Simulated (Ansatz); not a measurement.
```yaml
crystal:
  periodic: [false, false, false]
  atoms:
    - {symbol: F, position_ang: [1.791629, -0.222119, 1.134367]}
    - {symbol: C, position_ang: [0.991440, 0.591834, 0.283479]}
    - {symbol: O, position_ang: [0.763375, -0.107404, -0.912545]}
    - {symbol: C, position_ang: [-0.678731, 0.502222, 1.081253]}
    - {symbol: Ga, position_ang: [-0.978731, 0.502222, 0.781253]}
    - {symbol: H, position_ang: [1.628388, 1.469973, 0.063868]}
    - {symbol: H, position_ang: [-0.398752, -1.766076, -0.570605]}
    - {symbol: H, position_ang: [-1.061877, -0.685051, -1.692556]}
    - {symbol: H, position_ang: [-2.170064, 1.031927, 1.693064]}
basis:
  gaussian: {orbitals: STO-3G}
total_charge: 1
magnetization: {spin_polarized: true, initial_magnetization: 1}
hamiltonian: {xc: {name: r2SCAN50}}
output: {forces: true}
```

```sh
$ ansatz run in.yaml --threads 4 --pin off --events-out ev --progress --plain --max-ram 10444MiB
```

It prints (some lines left out):

```
Functional definition: r2SCAN50
538 factors; integrals over basis functions are off by at most 5.2e-5 eV
mean field evaluation 1: about -57737.7137 eV, gradient 1.2e2 eV
mean field evaluation 2: about -57397.1096 eV, gradient 1.7e2 eV
mean field evaluation 4: about -57753.8271 eV, gradient 7.7e1 eV
mean field evaluation 8: about -57804.5139 eV, gradient 3.8e0 eV
mean field evaluation 16: about -57806.4206 eV, gradient 1.4e-1 eV
mean field evaluation 32: about -57806.4264 eV, gradient 2.0e-5 eV
mean field -57806.42640134 eV, -2124.3469876463 hartree, gradient 2.0e-5 eV, S^2 2.322629; 8 other end points of the search recorded, 0 dependent functions left out
reference -57806.42640527 eV, -2124.3469877906 hartree; 32, 31 occupied and 10, 11 virtual orbitals, 538 factors
Total energy: -57806.42640527 eV, -2124.3469877906 hartree
Atom 0 at     1.791629    -0.222119     1.134367 Å, force    -2.065200     1.515968    -0.726120 eV/Å
Atom 1 at     0.991440     0.591834     0.283479 Å, force     7.904239    -4.697634    -1.193765 eV/Å
Atom 2 at     0.763375    -0.107404    -0.912545 Å, force     0.895131     0.188657    -0.434965 eV/Å
Atom 3 at    -0.678731     0.502222     1.081253 Å, force  3765.608209     1.790070  3767.132075 eV/Å
Atom 4 at    -0.978731     0.502222     0.781253 Å, force -3769.130769    -0.881745 -3767.117295 eV/Å
Atom 5 at     1.628388     1.469973     0.063868 Å, force    -1.179597     1.395600     0.217569 eV/Å
Atom 6 at    -0.398752    -1.766076    -0.570605 Å, force    -0.416433     1.531929    -1.308837 eV/Å
Atom 7 at    -1.061877    -0.685051    -1.692556 Å, force     0.329614    -1.174520     1.429348 eV/Å
Atom 8 at    -2.170064     1.031927     1.693064 Å, force    -1.945194     0.331676     2.001990 eV/Å
Dipole moment:    -0.311580     0.324998     0.027044 e Å
```

What is wrong with this run?

One atom was put on top of another. The calculation finished and met its thresholds. The result belongs to that input, not to the molecule as meant.
